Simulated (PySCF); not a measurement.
# How methods differ on the interval between two levels of Pm⁺

Pm⁺ [Xe] 4f5 6s1 [7H8, M_J = 8] → Pm⁺ [Xe] 4f4 6s1 7s1 [7I9, M_J = 9], as a difference of total energies. All numbers are calculated (PySCF 2.14, the two-component X2C-1e Hamiltonian, in x2c-TZVPall-2c with one added diffuse shell each of s, p, d, f type (12s12p11d5f1g, 147 functions)). Correlated levels: [Ar] 3d10 frozen; the 18 highest virtual spinors dropped. "Screened" scales the spin-orbit matrix elements by Boettger's factors to mimic the two-electron term; Breit and QED terms are absent.

```
                    method  interval between two levels (cm⁻¹)
 GHF (screened spin-orbit)                               58089
GMP2 (screened spin-orbit)                               69071
```

The labels give the starting determinants; with spin-orbit coupling the two ends relaxed to ⟨J²⟩ = 72.02, ⟨L²⟩ = 30.34, ⟨S²⟩ = 11.93 and ⟨J²⟩ = 90.01, ⟨L²⟩ = 42.44, ⟨S²⟩ = 11.89.

The promoted electron is Rydberg-like, and one or two diffuse shells describe it only roughly, which tends to raise the upper state.
